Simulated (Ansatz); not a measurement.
Gas-phase reaction in SMILES: CB(F)F -> C[B]F + F atom (the B-F bond at the site shown breaks; other sites are not compared here)
Structures are relaxed separately at B3LYP-D3(BJ)/def2-TZVP in Ansatz (an electronic-structure program).

Wanted: bond dissociation energy (electronic energy difference), in eV. Cores are frozen in the correlated levels unless marked. Open shells are spin-unrestricted. No spin-orbit coupling. No relativistic terms. Basis-set limits of correlation are two-point, X^-3; Hartree-Fock from the larger set. The bracket is a focal-point correction in the basis named.

```json
[
 {"level": "revPBE-D3(BJ)/def2-TZVPD", "program": "Ansatz + dftd3", "bond dissociation energy (eV)": "7.24"}
]
```

Q: Predict the RI-MP2/CBS(cc-pVTZ,cc-pVQZ)+[CCSD(T)-MP2]/cc-pVTZ result (Ansatz).

A: 7.66 eV
